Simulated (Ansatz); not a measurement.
C4H7O2, SMILES [CH]1COCCO1, multiplicity 2.

The structure is a stationary point at B3LYP-D3(BJ)/def2-SVP. The isomer is the one that the SMILES or the coordinates give; other isomers of the formula were not compared. Other conformers were not sampled.

Two levels are set side by side: PBE/def2-SVPD (Ansatz, a quantum-chemistry and plane-wave program) and CAM-B3LYP/def2-SVPD (Ansatz). Energy differences of separate SCF runs at the same geometry; the states with an electron removed or added have multiplicity 1 and 1. Differences are taken from unrounded values.

```tsv
quantity	CAM-B3LYP	PBE	PBE minus CAM-B3LYP
vertical ionisation energy (eV)	7.61	7.24	-0.36
```
